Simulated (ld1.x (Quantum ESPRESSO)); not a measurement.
Cutoff test, neon (Ne), TM

ld1.x (Quantum ESPRESSO) 7.5 input, shortened:

```
&input
   title='Ne', zed=10., rel=1, dft='PBE', iswitch=3,
   config='[Ne] 3d-2'
 /
 &inputp
   pseudotype=2, tm=.true., lloc=-1, rcloc=0.60,
   nlcc=.true., new_core_ps=.true.
 /
3
2S  1  0   2.00   0.00  0.60  0.60  0.0
2P  2  1   6.00   0.00  0.96  0.96  0.0
3D  3  2  -2.00   0.45  0.96  0.96  0.0
 &test
   configts(1)='2s2 2p6'
 /
```

The pseudo-atom Hamiltonian at the reference potential is diagonalised in spherical Bessel functions j_l(qr) that vanish at 20 bohr, with q² up to the cutoff. All-electron valence levels (Ry): 2s -2.6757, 2p -0.9800.

Q: How do the lowest levels (Ry) of each channel move with the cutoff, and are there ghosts?

A:

```
cutoff (Ry)     s #1     p #1    p #2    d #1    d #2    f #1    f #2  Σ f·Δε (mRy)
          8  -2.1895   0.0219  0.0740  0.0811  0.1960  0.1213  0.2669        6984.1
         18  -2.4066  -0.0780  0.0524  0.0811  0.1960  0.1213  0.2669        5950.5
         35  -2.4376  -0.3737  0.0465  0.0811  0.1960  0.1213  0.2669        4114.3
         55  -2.5448  -0.6581  0.0449  0.0811  0.1960  0.1213  0.2669        2193.6
         90  -2.6459  -0.9196  0.0440  0.0811  0.1960  0.1213  0.2669         422.3
        140  -2.6704  -0.9785  0.0438  0.0811  0.1960  0.1213  0.2669          20.1
        230  -2.6725  -0.9798  0.0438  0.0811  0.1960  0.1213  0.2669           7.7
        400  -2.6757  -0.9801  0.0438  0.0811  0.1960  0.1213  0.2669           0.0
```

Result: no extra level below or beside the all-electron valence levels (s, p, d, f tested); 10 mRy is reached at 230 Ry and 1 mRy at over 300 Ry.

Its largest configuration-test error is +555 meV.
